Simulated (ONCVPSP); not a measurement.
**What one change does to a pseudopotential (Ce (Z = 58), ONCV)**

```
Element                 : Ce (Z = 58)
Generator               : ONCVPSP 4.0.1
Type                    : optimised norm-conserving Vanderbilt (ONCV)
Functional              : LDA (Perdew-Wang 92)
Relativity              : scalar-relativistic
Frozen core             : [Kr] 4d10
Valence charge          : 12
Reference configuration : 4f1 5s2 5p6 5d1 6s2
Partial waves           : 5s+6s: rc 2.55 bohr, ncon 4, nbas 8, qcut 4.7 1/bohr, 2 projectors; 5p: rc 1.85 bohr, ncon 3, nbas 6, qcut 5.1 1/bohr, 2 projectors, debl 3.8 Ha; 5d: rc 3.55 bohr, ncon 4, nbas 9, qcut 5.3 1/bohr, 2 projectors, debl 1.5 Ha; 4f: rc 1.60 bohr, ncon 4, nbas 8, qcut 11.2 1/bohr, 2 projectors, debl 0.5 Ha
Local potential         : polynomial inside 1.25 bohr (lpopt 4, dvloc0 0 Ha)
Core correction         : Teter function, fcfact 5, rcfact 1.75
```

All-electron outer shells of the reference configuration (LDA (PZ), scalar-relativistic, ld1.x):

```tsv
shell	level (eV)	outermost node (bohr)	outermost maximum (bohr)
4d	-110.44	0.31	0.66
5s	-40.72	0.75	1.37
5p	-23.30	0.81	1.53
4f	-5.61	–	0.71
6s	-3.89	1.81	3.68
5d	-3.18	0.92	2.18
```

Change: s: qcut 6.7.

Cutoffs: the cutoffs (Ha) at which the residual kinetic energy of the hardest occupied pseudo-wave falls to 1 and 0.1 mHa per electron; they do not see the model core or the augmentation charge, which bear on the density cutoff. Errors are all-electron minus pseudo energies relative to the spin-unpolarised reference configuration.

Task: Predict the effect on cutoff, ghosts and configuration errors.

Result: The potential gets neither clearly harder nor softer (51 Ha and 56 Ha → 51 Ha and 56 Ha); the f channel sets the loose cutoff, while the largest relative change is in s, which becomes harder; of the 4 tests that both files solve, the error grows in 0 and shrinks in 2 by more than 15 % and 0.3 meV (median size 23.7 → 21.4 meV); neither file shows a bound ghost.

```csv
quantity,base,changed
"cutoff, loose",51 Ha,51 Ha
"cutoff, tight",56 Ha,56 Ha
loose cutoff by channel,"s 7.4 Ha, p 11 Ha, d 6.4 Ha, f 51 Ha","s 12 Ha, p 11 Ha, d 6.4 Ha, f 51 Ha"
bound ghosts,none,none
GHOST(+) flags under 300 eV,s at 18.6 eV,s at 23.7 eV
"error for 4f1 5s2 5p6 5d1 6s1, meV [ΔE 6.27 eV]",-2.2,-1.8
"error for 4f1 5s2 5p6 5d1 6s0, meV [ΔE 17.61 eV]",-11,-7.9
"error for 4f1 5s2 5p6 5d0 6s0, meV [ΔE 36.94 eV]",-36,-35
"error for 4f1 5s2 5p5 5d1 6s2, meV [ΔE 27.98 eV]",-44,-47
s: phases at 2.58 bohr within 0.05 rad from the reference energy up to (Ha; the scan ends near 5),0.6,0.9
p: phases at 1.88 bohr within 0.05 rad from the reference energy up to (Ha; the scan ends near 5),4.1,4.1
d: phases at 3.61 bohr within 0.05 rad from the reference energy up to (Ha; the scan ends near 5),2.8,2.8
f: phases at 1.62 bohr within 0.05 rad from the reference energy up to (Ha; the scan ends near 5),to the end of the scan,to the end of the scan
"rms error of d²Exc/dni dnj with the model core, mHa",3.91,3.61
```
